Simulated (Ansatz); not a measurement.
Process, species as SMILES: C[Si](Br)(Br)Br -> [CH2][Si](Br)(Br)Br + H atom (the C-H bond at the site shown breaks; other sites are not compared here)
Geometries: B3LYP-D3(BJ)/def2-TZVP minima from Ansatz (an electronic-structure program), one conformer each, not searched for the lowest.
Geometry of the first species:
```
Si
C 1 1.8507
H 2 1.0906 1 109.79
H 2 1.0906 3 109.15 1 -120.39
H 2 1.0906 3 109.15 4 -119.22
Br 1 2.2232 2 110.17 3 -60.00
Br 1 2.2232 2 110.17 3 60.00
Br 1 2.2232 2 110.17 3 180.00
```

Quantity: bond dissociation energy (electronic energy difference), in kJ/mol. Valence correlation only, unless marked. UHF or UKS for open shells. No spin-orbit coupling. Frozen are the shells of the preceding noble gas and the d and f shells that filled before the atom's block. Non-relativistic. CBS(X,Y): correlation extrapolated as X^-3; Hartree-Fock from the larger set. [CCSD(T)-MP2]/basis is that difference in the basis named.

```csv
level,program,bond dissociation energy (kJ/mol)
HF/def2-TZVPP,Ansatz,345.7
r2SCAN-D3(BJ)/def2-TZVPD,Ansatz + dftd3,438.0
PBE0/6-31G*,Ansatz,447.4
r2SCAN0-D4/def2-TZVPD,Ansatz + dftd4,438.3
```

Question: Estimate the value at RI-MP2/CBS(def2-TZVPP,def2-QZVPP)+[CCSD(T)-MP2]/def2-TZVPP as computed with Ansatz.

Answer: 461.5 kJ/mol, so r2SCAN0-D4/def2-TZVPD differs from it by -23.2 kJ/mol.
